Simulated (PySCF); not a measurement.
# Steps of a relaxation of [SmH3(H2O)]−

[SmH3(H2O)]− (singlet in the valence; each metal's 4f electrons, 6 of them, lie in its core potential, out of spins and levels). PySCF 2.14.0, RKS PBE0, Sm lcecp-0-SVP with ECP52, H def2-SVP, O def2-SVP; non-relativistic Hamiltonian with scalar-relativistic core potentials where named; density fitting; no spin-orbit coupling. Origin of the start: template. Columns: position (Å) and force (eV/Å). Energies are counted from the last step; some of the 28 steps are shown. Forces carry noise of the integration grid, about 0.01 to 0.03 eV/Å.

Run from Python with OMP_NUM_THREADS=2. Where DIIS fails, smearing, a level shift and second-order steps follow.
It took 53 s on 2 threads of Arm Neoverse V2, with other jobs on the host, from the converged density of the start.

```xyz
7
step 0  E = 0.771 eV
Sm    0.1557   -0.1557    0.1557     0.49   -0.50    0.50
H     1.5399    1.2285    1.5399    -0.20    0.09   -0.19
H    -1.2285   -1.5399    1.5399    -0.07    0.19   -0.19
H     1.5399   -1.5399   -1.2285    -0.20    0.19   -0.09
O    -1.3786    1.3786   -1.3786    -0.31    0.32   -0.32
H    -1.7192    2.2637   -1.1748     0.15   -0.30   -0.01
H    -1.7192    1.1748   -2.2637     0.15    0.01    0.30
```

```xyz
7
step 9  E = 0.455 eV
Sm    0.2148   -0.3611    0.3611     0.04   -0.01    0.01
H     1.0020    1.6941    1.1874     0.04    0.12    0.03
H    -1.3836   -1.5441    1.5441    -0.07   -0.12    0.12
H     1.0020   -1.1874   -1.6941     0.04   -0.03   -0.12
O    -1.2415    1.1294   -1.1294    -0.35    0.45   -0.45
H    -1.2019    2.0903   -0.9890     0.15   -0.40    0.00
H    -1.2019    0.9890   -2.0903     0.15    0.00    0.40
```

```xyz
7
step 18  E = 0.030 eV
Sm   -0.1181   -0.3908    0.3908    -0.07    0.09   -0.09
H     0.4692    1.8677    0.7701     0.01    0.07    0.00
H    -1.1514   -1.8720    1.8720     0.01   -0.06    0.06
H     0.4692   -0.7701   -1.8677     0.01    0.00   -0.07
O    -1.2187    1.2789   -1.2789    -0.22    0.08   -0.08
H    -0.6302    1.9012   -0.7953     0.14   -0.06    0.12
H    -0.6302    0.7953   -1.9012     0.14   -0.12    0.06
```

Q: Where does the relaxation end?

A: It converges at step 27 in Cs:
```xyz
7
step 27  E = 0
Sm   -0.2711   -0.3788    0.3788
H     0.3809    1.8768    0.7377
H    -1.0454   -1.9528    1.9528
H     0.3809   -0.7377   -1.8768
O    -1.1565    1.3552   -1.3552
H    -0.5495    1.8787   -0.7687
H    -0.5495    0.7687   -1.8787
```

Q: How did the contacts change?

A: 
| contact | start (Å) | end (Å) |
| --- | --- | --- |
| Sm1–H2 (H) | 2.398 | 2.375 |
| Sm1–H3 (H) | 2.398 | 2.357 |
| Sm1–H4 (H) | 2.398 | 2.375 |
| Sm1–O5 (H2O) | 2.657 | 2.607 |
| Sm1–H7 (H2O) | 3.338 | 2.548 |


An lcecp potential fixes the number of 4f electrons, so in runs with it no electron can move into or out of that shell.
